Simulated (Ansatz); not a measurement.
One geometry of CH8BNSi, several functionals.

```yaml
crystal:
  periodic: [false, false, false]
  atoms:
    - {symbol: B, position_ang: [-1.298538, 0.828187, -0.681987]}
    - {symbol: Si, position_ang: [0.583634, 0.465976, -0.277890]}
    - {symbol: C, position_ang: [1.248452, -0.120273, 1.370587]}
    - {symbol: N, position_ang: [-0.769948, -0.700574, -0.818617]}
    - {symbol: H, position_ang: [-1.582616, 1.316677, -1.737627]}
    - {symbol: H, position_ang: [-2.026963, 0.965264, 0.261034]}
    - {symbol: H, position_ang: [1.638258, 0.331381, -1.322809]}
    - {symbol: H, position_ang: [0.438375, -0.206636, 2.098478]}
    - {symbol: H, position_ang: [1.960010, 0.611882, 1.762262]}
    - {symbol: H, position_ang: [1.765400, -1.079552, 1.293814]}
    - {symbol: H, position_ang: [-0.738920, -1.092423, -1.748567]}
    - {symbol: H, position_ang: [-1.140144, -1.375110, -0.164376]}
basis:
  gaussian: {orbitals: def2-TZVPP}
hamiltonian: {xc: {name: revPBE}, dispersion: d4}
output: {orbitals: {seedname: orbitals}}
```

```sh
$ ansatz run in.yaml --threads 2 --pin off --events-out ev --progress --plain --max-ram 4352MiB
```

Output, abridged:

```
Functional definition: revPBE
1264 factors; their error is unknown
mean field evaluation 1: about -11193.4529 eV, gradient 8.7e1 eV
mean field evaluation 2: about -11153.6297 eV, gradient 1.4e2 eV
mean field evaluation 4: about -11210.1506 eV, gradient 1.5e1 eV
mean field evaluation 8: about -11210.6327 eV, gradient 3.1e-1 eV
mean field evaluation 16: about -11210.6032 eV, gradient 3.2e-4 eV
mean field -11210.60319522 eV, -411.9820686046 hartree, gradient 3.6e-5 eV, S^2 0.000000; 0 other end points of the search recorded, 0 dependent functions left out
reference -11210.60325470 eV, -411.9820707904 hartree; 20, 20 occupied and 227, 227 virtual orbitals, 1264 factors
Total energy: -11211.31383560 eV, -412.0081841569 hartree
```

It took 3.2 s on 2 threads of an Arm Neoverse V1 on a shared host, with 0.29 GiB of host memory at the peak.

Changing it to `hamiltonian: {xc: {name: LC-wPBE}}` (abridged; 4 s):

```
Functional definition: LC-wPBE
mean field evaluation 16: about -11208.7867 eV, gradient 1.4e-4 eV
mean field -11208.78671369 eV, -411.9153141395 hartree, gradient 3.9e-5 eV, S^2 0.000000
Total energy: -11208.78671369 eV, -411.9153141398 hartree
```

The same input with `hamiltonian: {xc: {name: wB97X-V}}` (abridged; 13 s):

```
Functional definition: wB97X-V
mean field evaluation 16: about -11211.0965 eV, gradient 1.7e-4 eV
mean field -11211.09650608 eV, -412.0001974442 hartree, gradient 4.7e-5 eV, S^2 0.000000
Total energy: -11211.09650375 eV, -412.0001973588 hartree
```

The same input with `hamiltonian: {xc: {name: B2PLYP}}` (abridged; 8 s):

```
Functional definition: B2PLYP
mean field evaluation 16: about -11201.0924 eV, gradient 1.7e-4 eV
mean field -11201.09242946 eV, -411.6325544095 hartree, gradient 6.9e-6 eV, S^2 0.000000
8 core orbitals not correlated: weight in the atoms' cores, before any rotation towards them, 1.000 or more for the frozen orbitals, at most 0.000 for the correlated occupied ones
second order -21.21363672 eV of doubles, -0.00000000 eV of singles
Total energy: -11206.82029347 eV, -411.8430495293 hartree
```

Changing it to `hamiltonian: {xc: lda}` (abridged; 1.9 s):

```
Functional definition: SPW92
mean field evaluation 16: about -11150.3875 eV, gradient 3.4e-4 eV
mean field -11150.38746935 eV, -409.7691814944 hartree, gradient 5.2e-5 eV, S^2 0.000000
Total energy: -11150.38751413 eV, -409.7691831400 hartree
```

With the line `hamiltonian: {xc: {name: r2SCAN0}, dispersion: d4}` (abridged; 7 s):

```
Functional definition: r2SCAN0
mean field evaluation 16: about -11210.1215 eV, gradient 2.9e-5 eV
mean field -11210.12148474 eV, -411.9643660711 hartree, gradient 2.9e-5 eV, S^2 0.000000
Total energy: -11210.18560545 eV, -411.9667224636 hartree
```
